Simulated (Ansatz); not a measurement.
Computed with Ansatz on PBE0-D4/def2-TZVP structures; ΔE is electronic, products minus reactants. CCSD(T)/CBS is the MP2 limit (def2-TZVPP, def2-QZVPP) plus CCSD(T) − MP2 in def2-TZVPP, frozen cores. DFT in def2-TZVPP. B3LYP here is the variant with VWN-RPA as its local correlation; programs differ in this. One conformer a species, not always the lowest.

`N[SiH]([SiH3])CCl` + `OC[SiH2]Cl` → `[SiH3]C[SiH2]Cl` + `N[SiH](O)CCl`  (redistribution)

`N[SiH]([SiH3])CCl`:

Cartesian coordinates in Å:
```
N 1.034 -0.557 -1.581
Si 0.280 -0.561 -0.039
Si -1.933 0.186 -0.251
C 1.161 0.528 1.236
Cl 0.245 0.449 2.770
H 0.906 0.182 -2.251
H 1.836 -1.125 -1.791
H 0.346 -1.950 0.488
H -2.730 -0.056 0.978
H -1.939 1.650 -0.540
H -2.588 -0.509 -1.394
H 1.203 1.575 0.933
H 2.177 0.187 1.442
```

`OC[SiH2]Cl`:

```xyz
9

O    -0.043   -1.231    1.240
C    -0.700   -0.172    0.569
Si    0.452    0.751   -0.598
Cl    1.284   -0.684   -1.831
H     0.363   -1.801    0.580
H    -1.056    0.521    1.339
H    -1.591   -0.519    0.025
H    -0.276    1.726   -1.447
H     1.566    1.409    0.122
```

`[SiH3]C[SiH2]Cl`:

Z-matrix (Å, degrees):
```
Si
C 1 1.877
H 1 1.486 2 110.5
H 1 1.487 2 110.2 3 120.2
H 1 1.487 2 110.2 3 -120.2
Si 2 1.856 1 114.4 3 -179.9
H 2 1.095 1 108.8 3 -58.2
H 2 1.095 1 108.8 3 58.4
Cl 6 2.062 2 110.3 1 -179.8
H 6 1.483 2 111.0 1 -61.0
H 6 1.483 2 111.0 1 61.5
```

`N[SiH](O)CCl`:

```xyz
11

N     0.751   -1.107    0.970
Si   -0.312    0.174    0.603
O     0.228    1.711    0.835
C    -0.757   -0.039   -1.214
Cl    0.746    0.157   -2.181
H     1.468   -1.372    0.313
H     1.034   -1.294    1.919
H    -1.504    0.079    1.475
H     0.962    1.995    0.285
H    -1.457    0.721   -1.562
H    -1.159   -1.025   -1.443
```

```csv
level,ΔE (kJ/mol),difference from CCSD(T)/CBS
PBE0-D4,-220.9,19.4
B3LYP-D4,-228.6,11.7
ωB97X-V,-229.8,10.5
ωB97M-V,-241.0,-0.7
B2PLYP,-238.9,1.4
PBE,-209.1,31.2
B3LYP,-228.5,11.8
HF/def2-TZVPP,-249.1,-8.8
MP2/def2-TZVPP,-253.7,-13.4
SCS-MP2/def2-TZVPP,-248.2,-7.9
CCSD(T)/def2-TZVPP,-238.9,1.4
HF/def2-QZVPP,-250.3,-10.0
MP2/def2-QZVPP,-255.0,-14.7
SCS-MP2/def2-QZVPP,-249.6,-9.3
HF/CBS(def2),-250.5,-10.2
MP2/CBS(def2),-255.1,-14.8
CCSD(T)/CBS,-240.3,0
```

Largest T1 diagnostic among the species: 0.011.

From PBE to PBE0 (25 % exact exchange), in def2-TZVPP and without D4, ΔE moves by −12.0 kJ/mol.
